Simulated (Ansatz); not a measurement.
Computed with Ansatz on PBE0-D4/def2-TZVP structures; ΔE is electronic, products minus reactants. CCSD(T)/CBS adds triple-zeta CCSD(T) − MP2 to the extrapolated MP2 energy (def2 sets, frozen cores). This one scheme is used for every species. DFT in def2-TZVPP. B3LYP here is the variant with VWN-RPA as its local correlation; programs differ in this. Each species was taken in one conformer, which may not be the lowest.

Consider the substitution at a C–O bond: `O[B-]1(O)OC(C(F)(F)F)=CC(C(F)(F)F)=[O+]1` + `OB(O)F` → `O[B-]1(F)OC(C(F)(F)F)=CC(C(F)(F)F)=[O+]1` + `OB(O)O`.

`O[B-]1(O)OC(C(F)(F)F)=CC(C(F)(F)F)=[O+]1`:

Cartesian coordinates in Å:
```
O -1.073 0.753 -2.676
B -0.241 0.109 -1.775
O 0.734 -0.729 -2.299
O 0.484 1.148 -0.844
C 0.800 0.875 0.346
C 1.747 1.889 0.987
F 1.171 3.088 1.020
F 2.058 1.540 2.234
F 2.869 1.978 0.285
C 0.310 -0.203 1.063
C -0.693 -0.924 0.438
C -1.482 -1.998 1.188
F -2.761 -1.643 1.272
F -1.405 -3.156 0.546
F -1.013 -2.169 2.422
O -1.080 -0.736 -0.747
H -1.734 1.323 -2.282
H 0.702 -0.749 -3.257
H 0.606 -0.397 2.080
```

`OB(O)F`:

Cartesian coordinates in Å:
```
O 0.793 0.742 0.243
B -0.015 -0.304 -0.080
O -1.359 -0.171 -0.131
F 0.504 -1.500 -0.357
H 1.725 0.513 0.243
H -1.648 0.719 0.082
```

`O[B-]1(F)OC(C(F)(F)F)=CC(C(F)(F)F)=[O+]1`:

Z-matrix (Å, degrees):
```
B
F 1 1.353
O 1 1.545 2 107.6
O 1 1.545 2 107.6 3 -112.8
O 1 1.387 2 119.0 3 123.6
C 3 1.262 1 122.6 2 -137.3
C 4 1.262 1 122.6 2 137.3
H 5 0.958 1 112.7 2 0.0
C 6 1.530 3 113.9 1 -170.9
C 6 1.384 3 124.7 1 11.0
C 7 1.530 4 113.9 1 170.9
F 9 1.331 6 111.1 3 178.8
F 9 1.328 6 109.9 3 -61.2
F 9 1.327 6 110.1 3 58.6
H 10 1.076 6 122.1 3 180.0
F 11 1.331 7 111.1 4 -179.0
F 11 1.327 7 110.1 4 -58.8
F 11 1.328 7 109.9 4 60.9
```

`OB(O)O`:

```xyz
7

O    -0.643    0.154    1.196
B     0.000    0.000    0.000
O     1.217    0.587   -0.202
O    -0.574   -0.741   -0.994
H    -0.141    0.693    1.810
H     1.565    0.407   -1.078
H    -1.425   -1.100   -0.732
```

| level | ΔE (kcal/mol) |
| --- | --- |
| B3LYP | -6.1 |
| SCS-MP2/def2-QZVPP | -5.5 |

Task: What does CCSD(T)/CBS give? (Estimate.)

Result: The calculation gave: -5.6 kcal/mol. The listed levels differ from it by -0.5, 0.1 kcal/mol.

Largest T1 diagnostic among the species: 0.015.

In def2-TZVPP, CCSD(T) changes the Hartree–Fock value by +1.3 kcal/mol (the triples alone add +0.3 kcal/mol) and MP2 by +1.6 kcal/mol.
